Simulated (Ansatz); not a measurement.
Consider the isomerisation: `CN(C)BS` → `CSB(C)N`.

Program: Ansatz. Geometries: PBE0-D4/def2-TZVP. ΔE: electronic, gas phase. CCSD(T)/CBS is the MP2 limit (def2-TZVPP, def2-QZVPP) plus CCSD(T) − MP2 in def2-TZVPP, frozen cores. DFT in def2-TZVPP. One conformer a species, not always the lowest.

| level | ΔE (kcal/mol) |
| --- | --- |
| ωB97X-V | -20.7 |
| PBE | -20.8 |
| MP2/def2-TZVPP | -21.2 |
| CCSD/def2-TZVPP | -20.0 |

What does CCSD(T)/CBS give? (An estimate is asked.)

Ansatz gave: -21.3 kcal/mol. The listed levels differ from it by 0.6, 0.5, 0.1, 1.3 kcal/mol.

Largest T1 diagnostic among the species: 0.012.

CCSD(T)/CBS has its own doubt, a few kJ/mol and more with outer-core shells, so smaller differences from it don't rank the levels.
